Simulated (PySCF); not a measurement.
CH5CdN. Atoms are numbered in the order given.

```xyz
8

Cd    -0.0082    -0.0152     0.0072
C     -0.3509     1.7536    -1.1018
H     -1.2292     2.2702    -0.7163
H     -0.5192     1.5063    -2.1496
H      0.5118     2.4149    -1.0281
N      0.4867    -1.6714     1.0841
H      0.3195    -2.5448     0.5966
H      0.0089    -1.7406     1.9759
```

The structure is a stationary point at B3LYP-D3(BJ)/def2-TZVP. The def2 effective core potentials stand for the cores of Cd; spin–orbit coupling is left out. Other conformers were not sampled.

Level of theory: M06-2X/def2-TZVPD in PySCF.

Mulliken values depend strongly on the basis, most of all with diffuse functions as here. ESP charges are fitted to the potential on shells at 1.4 to 2.0 van der Waals radii. Atomic charges (e):

```
atom  Mulliken  ESP fit
----  --------  -------
Cd1       0.85     0.74
C2       -1.08    -0.83
H3        0.23     0.16
H4        0.22     0.17
H5        0.23     0.19
N6       -0.99    -0.96
H7        0.27     0.27
H8        0.27     0.27
```
